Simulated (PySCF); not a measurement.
# Core-level binding energies of `O=C(F)C(F)(F)F`

Compound: C₂F₄O.
Numbering: `[O:1]=[C:2]([F:3])[C:4]([F:5])([F:6])[F:7]`

Geometry (PBE0-D3(BJ)/def2-SVP, Å), atoms numbered from 1 in this order:
```xyz
7
C2F4O angstrom
O      1.3285    0.7338   -1.1310
C      0.7560   -0.0870   -0.5143
F      1.1225   -1.3560   -0.4496
C     -0.5131    0.1279    0.3263
F     -0.2893   -0.2447    1.5806
F     -1.5046   -0.6048   -0.1670
F     -0.8609    1.3983    0.3044
```

The calculation used delta-SCF UKS SCAN, pcX-2 on the ionised atom, pcseg-1 elsewhere, spin-free X2C in PySCF. Vertical ΔSCF values, vacuum level as zero.

Question: Give the core binding energies atom by atom.

Answer: 
```json
{"atom(s)": "F5/F6/F7", "environment": "fluorine of a CF3 group", "level": "F 1s", "binding energy (eV)": "695.19", "above the level's lowest (eV)": "+0.20", "count": "3"}
{"atom(s)": "F3", "environment": "acyl fluorine", "level": "F 1s", "binding energy (eV)": "694.99", "above the level's lowest (eV)": "0.00", "count": "1"}
{"atom(s)": "O1", "environment": "carbonyl oxygen", "level": "O 1s", "binding energy (eV)": "540.46", "above the level's lowest (eV)": "0.00", "count": "1"}
{"atom(s)": "C4", "environment": "CF3 carbon", "level": "C 1s", "binding energy (eV)": "299.82", "above the level's lowest (eV)": "+2.22", "count": "1"}
{"atom(s)": "C2", "environment": "acyl halide carbon", "level": "C 1s", "binding energy (eV)": "297.60", "above the level's lowest (eV)": "0.00", "count": "1"}
```

Lowest listed C 1s: C2, bonded to F, O (double bond) and C. Highest, 2.22 eV above it: C4, bonded to 3 F and C. Summing the Pauling electronegativity differences to the bonded atoms, each weighted by its formal bond order, gives +3.21 for the lowest site and +4.29 for the highest.

The 2 F 1s values lie within 0.20 eV of each other; Gaussian lines of 0.5 eV full width would blend them into one maximum.

Question: Which photon energy gives electrons from F 1s of F3 a kinetic energy of 200 eV, and what is their de Broglie wavelength?

Answer: hν = 694.99 + 200 = 894.99 eV, recoil neglected; λ = 12.264 Å/√(E/eV) = 0.87 Å.

Topologically equivalent atoms share the value of their first member; where this conformer doesn't relate them by symmetry, their own values could differ. Geometry: PBE0-D3(BJ)/def2-SVP; no solvent, vibrations or thermal averaging.

On one thread of an Intel Xeon Platinum 8559C, shared host with 192 logical CPUs at a one-minute load of 41, this took 16 s of wall time and 0.43 GiB of memory at its peak.
